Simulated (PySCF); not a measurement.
H₈NSi₃, SMILES [SiH2]N([SiH3])[SiH3], multiplicity 2.

The structure is a stationary point at B3LYP-D3(BJ)/def2-SVP. The isomer is the one that the SMILES or the coordinates give; other isomers of the formula were not compared.

All values below come from PySCF 2.14.0 with TDA-CAM-B3LYP/def2-SVPD.

Vertical excitations. Gas-phase values at a fixed geometry.

### Question
List the lowest excited states. (An estimate is asked for; the answer gives what the named calculation found.)

### Answer

```csv
state,energy (eV),λ (nm),f,main pairs
root 1,4.18,297,0.013,α HOMO→LUMO 85 %
root 2,4.53,274,0.054,β HOMO→LUMO 91 %
root 3,5.26,236,0.047,"α HOMO→LUMO+3 27 %, α HOMO→LUMO+1 25 %, α HOMO→LUMO+5 19 %, α HOMO→LUMO+2 12 %"
root 4,5.31,233,0.046,"α HOMO→LUMO+4 44 %, α HOMO→LUMO+1 21 %, α HOMO→LUMO+2 12 %, α HOMO→LUMO+5 9 %"
root 5,5.36,231,0.005,"β HOMO−1→LUMO 70 %, β HOMO−2→LUMO 18 %"
root 6,5.67,219,0.014,"α HOMO→LUMO+5 31 %, α HOMO→LUMO+4 24 %, α HOMO→LUMO+3 18 %, α HOMO→LUMO+7 7 %"
root 7,5.93,209,0.007,"α HOMO→LUMO+1 30 %, α HOMO→LUMO+3 19 %, α HOMO→LUMO+4 15 %, α HOMO−1→LUMO 7 %"
root 8,6.28,198,0.003,"α HOMO→LUMO+3 18 %, α HOMO→LUMO+2 10 %, α HOMO→LUMO+6 7 %, β HOMO−3→LUMO 27 %, β HOMO→LUMO+1 12 %, β HOMO−6→LUMO 5 %"
root 9,6.30,197,0.007,"α HOMO→LUMO+6 10 %, α HOMO→LUMO+3 9 %, α HOMO→LUMO+2 7 %, α HOMO→LUMO+7 7 %, β HOMO−3→LUMO 43 %, β HOMO−6→LUMO 9 %"
root 10,6.37,195,0.003,"α HOMO→LUMO+5 10 %, α HOMO→LUMO+8 8 %, α HOMO→LUMO+10 7 %, α HOMO→LUMO+4 6 %, β HOMO→LUMO+1 39 %"
```
Unrestricted roots are not spin-pure.
